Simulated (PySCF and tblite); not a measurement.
The numbers below are computed, except where a source is named.
C4H2BrClN2, numbered as in [Cl:1][c:2]1[n:3][cH:4][n:5][cH:6][c:7]1[Br:8].

Geometries GFN2-xTB; weights from CAM-B3LYP-D3(BJ)/pcSseg-1 (IEF-PCM, methanol) energies and GFN2-xTB thermal corrections, with symmetry numbers and mirror pairs. Conformers within 2.5 kcal/mol (GFN2-xTB free energy) were kept, 3 at most. GIAO shieldings: CAM-B3LYP/pcSseg-1 (IEF-PCM, methanol). Shifts are against TMS (¹H), TMS (¹³C) at the same level. Programs: PySCF with density fitting and tblite.

(1) Predict the averaged NMR shifts at 298.15 K.

Spin–orbit effects of the heavy atoms on shieldings are missing. At a carbon that bears Br the missing effect is some 10 ppm, beside I tens of ppm. Shifts are unscaled: against experiment ¹³C can be off by 15 ppm or more and ¹H by 0.8 ppm.

Answers

(1) ¹H: 9.22 (H6, 1H), 9.14 (H4, 1H) ppm. ¹³C: 178.0 (C2), 173.1 (C6), 167.6 (C4), 145.9 (C7) ppm.
